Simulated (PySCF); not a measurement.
B(H)(SeH)2 (BH3Se2), SMILES [SeH]B[SeH]. Heavy atoms are numbered as in [BH:1]([SeH:3])[SeH:5]. Hydrogens are named by the atom that carries them.

Geometry: B3LYP-D3(BJ)/def2-SVP. The structure was generated by enumeration, and PubChem lists no compound with its InChIKey, so it may never have been made. Other conformers were not sampled.

All values below come from KT2/pcSseg-1 (PySCF).

GIAO shieldings, no solvent; atoms alike by connectivity are averaged. δ = σ(ref) − σ: ¹¹B against BF3 (σ = 89.8 ppm); ¹H against TMS (σ = 31.47 ppm); ⁷⁷Se against Me2Se (σ = 1692.1 ppm), references at their B3LYP-D3(BJ)/def2-TZVP geometries, non-relativistic.

```json
[
 {"nucleus": "¹¹B", "atoms": "B1 (BH)", "count": "1", "δ (ppm)": "57.3"},
 {"nucleus": "¹H", "atoms": "H on B1", "count": "1", "δ (ppm)": "8.27"},
 {"nucleus": "¹H", "atoms": "H on Se3", "count": "2", "δ (ppm)": "3.56"},
 {"nucleus": "⁷⁷Se", "atoms": "Se3 (SeH)", "count": "2", "δ (ppm)": "13.2"}
]
```
